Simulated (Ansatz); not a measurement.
Born–Oppenheimer molecular dynamics of ClH6NOSi (10 atoms, charge 0, multiplicity 1). It starts at the highest image of a converged band, a first-order saddle point between two minima.

These are results of RKS r2SCAN-D4/def2-SVP in Ansatz, not measurements.

```
ensemble                      : NVE (velocity Verlet)
time step                     : 0.5 fs
steps asked                   : 200
starting velocities drawn for : 100 K
seed                          : 2870
```

First frame:

```xyz
10
Properties=species:S:1:pos:R:3
Si 0.142 -0.170 0.140
N 0.096 -0.144 2.038
H -0.841 -0.070 2.439
H 0.669 0.595 2.452
Cl 1.947 0.392 -0.765
H -0.532 1.170 -0.050
H -0.872 -1.048 -0.535
O 1.018 -1.820 0.777
H 0.566 -2.623 0.486
H 0.610 -1.271 1.817
```

(1) How far do the bonds stretch over the last three quarters of this one trajectory? (Pairs bonded in most of those frames.)

Answers

(1) 
```tsv
bond	mean (Å)	spread (Å)	shortest	longest
Si1–Cl5	2.110	0.042	2.04	2.17
Si1–H6	1.497	0.026	1.45	1.55
Si1–H7	1.499	0.014	1.48	1.53
Si1–O8	1.695	0.083	1.56	1.87
N2–H3	1.024	0.020	0.99	1.05
N2–H4	1.022	0.007	1.01	1.04
N2–H10	1.024	0.014	1.00	1.05
O8–H9	0.972	0.014	0.95	1.00
```

Mean temperature of the second half: 707 K. The conserved energy stayed within 0.078 meV per atom of its start (net change 0.028 meV per atom), so the integration is sound. The kinetic energy rose, since the run started high on the potential surface and went downhill. It ends in pieces (ClH3OSi + H3N), so much of that is their flight and rotation, not heat. A run of 0.1 ps of so small a system gives no equilibrium averages. The orbitals stay closed-shell, which can raise the energy where a bond breaks towards radicals; this wasn't checked here.

The run took 5.2 min on 4 threads of Arm Neoverse V2, on a shared host, peak memory 0.16 GiB.
